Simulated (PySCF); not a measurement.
C$_{5}$H$_{13}$AlO, charge +1, doublet, at a GFN2-xTB geometry (such geometries of metal compounds can be far from the true shape) (a state made from the parent by changing its charge; the spin is typed, not shown lowest). Base run: PBE0/STO-3G (PySCF).

Geometry (Å):
```xyz
20

Al    -0.1641     0.4146     1.2137
C     -0.7741    -0.6879     2.7850
H     -1.7501    -1.1239     2.5614
H     -0.8349    -0.0211     3.6467
H     -0.0509    -1.4869     2.9619
C      0.2332     2.3923     1.2472
H      1.2812     2.5474     0.9827
H      0.0315     2.7468     2.2589
H     -0.4064     2.9002     0.5228
O      0.0288    -0.3562    -0.2178
C      0.1992    -0.9586    -1.4627
C      1.5581    -0.5938    -2.0538
C     -0.9637    -0.6353    -2.3893
H      0.1998    -2.0509    -1.2886
H      1.5885     0.4753    -2.2556
H      1.7195    -1.1380    -2.9790
H      2.3574    -0.8372    -1.3571
H     -1.9096    -0.9129    -1.9288
H     -0.9836     0.4339    -2.5940
H     -0.8566    -1.1735    -3.3258
```
Charge +1, spin multiplicity 2.
Orbitals are unrestricted.
All else is at PySCF's defaults.
Base energy -509.14064 Eh.

The base run was repeated with changes; each row names its change, and settings that it needs were set with it.

```csv
change,ΔE vs base (µEh),SCF cycles,<S^2>,outcome
base,0.0,12,0.756,converged
damp = 0.5; diis_start_cycle = 5,0.0,16,0.756,converged
init_guess = atom,0.0,15,0.756,converged
init_guess = mod_huckel,0.0,16,0.756,converged
DIIS = EDIIS,-,50,-,not converged
level_shift = 0.5 (with mf.max_cycle = 100),0.0,43,0.756,converged
conv_tol_grad = 1e-3,0.0,12,0.756,converged
init_guess = huckel,0.0,19,0.756,converged
diis_space = 20,0.0,12,0.756,converged
conv_tol = 1e-4,0.1,8,0.756,converged
DIIS = ADIIS,0.0,20,0.756,converged
conv_tol_grad = 1e-7,0.0,19,0.756,converged
diis_space = 12,0.0,12,0.756,converged
```

Open shells are given as the SCF converged; they aren't shown to be the lowest states, and a large step between rows can be another state.
